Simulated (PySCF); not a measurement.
Compound: C₄H₇N₃Si.
Structure used (GFN2-xTB), in Å, numbered top down from 1:
```xyz
15
C4H7N3Si angstrom
C      2.715   -0.033   -0.332
C      1.480   -0.394   -0.003
C      0.320    0.438   -0.213
N      0.352    1.663   -0.733
N     -0.903    2.046   -0.743
N     -1.765    1.172   -0.273
C     -1.035    0.123    0.083
Si    -1.801   -1.422    0.810
H      2.906    0.927   -0.781
H      3.560   -0.678   -0.164
H      1.271   -1.356    0.448
H     -1.184    2.951   -1.091
H     -1.216   -1.647    2.137
H     -3.244   -1.230    0.894
H     -1.463   -2.551   -0.063
```

The closed-shell SCF was solved with PySCF and density fitting under several settings on one GFN2-xTB geometry (grid level 2 and gas phase unless stated).

```tsv
settings	basis functions	SCF cycles	E (Eh)	HOMO (eV)	LUMO (eV)	dipole (D)
PBE0/pcSseg-1	178	14	-609.7869	-7.00	-1.01	0.32
PBE0/def2-SVPD	220	14	-609.5307	-7.02	-1.11	0.36
HCTH407/cc-pVDZ	151	15	-610.3339	-5.89	-1.79	0.59
```

Problem. Estimate the row for these settings: PBE0/6-311G**, energy threshold 1e-06 Eh.

Solution. 
| settings | basis functions | SCF cycles | E (Eh) | HOMO (eV) | LUMO (eV) | dipole (D) |
| --- | --- | --- | --- | --- | --- | --- |
| PBE0/6-311G**, energy threshold 1e-06 Eh | 194 | 8 | -609.9158 | -6.89 | -0.89 | 0.41 |

Problem. Over all rows, what range does the HOMO–LUMO gap span?

Solution. From 4.10 eV (HCTH407/cc-pVDZ) to 6.00 eV (PBE0/6-311G**, energy threshold 1e-06 Eh). The functional of the narrowest has no exact exchange, that of the widest 25 % exact exchange.

Problem. Compare two rows with the functional PBE0: PBE0/6-311G**, energy threshold 1e-06 Eh and PBE0/pcSseg-1. Which energy is lower, and by how much?

Solution. PBE0/6-311G**, energy threshold 1e-06 Eh (194 functions) lies 0.1289 Eh or 81 kcal/mol below PBE0/pcSseg-1 (178 functions).

Cycle counts include a coarse-grid stage where the run had one. All basis functions are spherical, in the Pople sets too.

One conformer stands for the species.
